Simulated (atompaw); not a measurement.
**europium: one change to a PAW (atompaw) potential, before and after**

europium, PAW, made with atompaw 4.2.0.5 (LDA (PW92), scalar-relativistic). Core [Kr] 4d10, reference 4f6 5s2 5p6 5d1 6s2 6p0. Waves: 5s (bound): rc 2.25 bohr; 6s (bound): rc 1.95 bohr; 5p (bound): rc 2.40 bohr; 6p (bound, empty): rc 2.90 bohr; 5d (bound): rc 2.90 bohr; 5d channel at 1.45 Ry: rc 2.90 bohr; 4f (bound): rc 0.80 bohr; 4f channel at -0.25 Ry: rc 0.80 bohr. Local part: vpsmatchnc scheme with l = 4 at 0.5 Ry, radius 1.95 bohr. Core correction: smooth core density matched at 2.65 bohr. Augmentation charge: sinc compensation charge, radius 2.70 bohr; PAW radius 2.90 bohr; waves and projectors: custom polynom gramschmidtortho.

Change: waves 5s (bound); 6s (bound); 5p (bound); 6p (bound); 5d (bound); 5d channel at 1.45 Ry; 4f (bound); 4f channel at -0.25 Ry; augmentation sinc compensation charge, radius 2.70 bohr; PAW radius 2.90 bohr; waves and projectors: bloechl.

Cutoffs: the cutoffs (Ry, on a coarse ladder) from which the occupation-weighted sum of valence levels, in a spherical-Bessel basis at the reference potential, stays within 10 and 1 mRy of its value at 400 Ry; they do not see the model core or the augmentation charge, which bear on the density cutoff.

Task: What does the change do?

Result: Both files keep a bound ghost (s); the range in which the s phases agree narrows (upper end at the end of the scan → 0.2); the range in which the f phases agree narrows (upper end at the end of the scan → 1.2).

```csv
quantity,base,changed
"cutoff, loose",300 Ry,100 Ry
"cutoff, tight",over 300 Ry,140 Ry
loose cutoff by channel (10 mRy a level),"s 15 Ry, p 12 Ry, d 8 Ry, f 200 Ry","s 90 Ry, p 80 Ry, d 55 Ry, f 50 Ry"
bound ghosts,s,s
s: phases at 2.91 bohr within 0.05 rad from the reference energy up to (Ry; the scan ends near 5),to the end of the scan,0.2
p: phases at 2.91 bohr within 0.05 rad from the reference energy up to (Ry; the scan ends near 5),0.6,0.6
d: phases at 2.91 bohr within 0.05 rad from the reference energy up to (Ry; the scan ends near 5),2.9,2.8
f: phases at 2.91 bohr within 0.05 rad from the reference energy up to (Ry; the scan ends near 5),to the end of the scan,1.2
lowest overlap eigenvalue by channel,"s 0.15, p 0.68, d 0.90, f 0.98","s 0.01, p 0.11, d 0.39, f 0.99"
```

 A true bound ghost makes a file unfit for plane-wave use even where its test errors are small: the radial tests pick states by their node count and pass the ghost by. The cutoffs see the waves, projectors and local potential, not the compensation charge or the core.
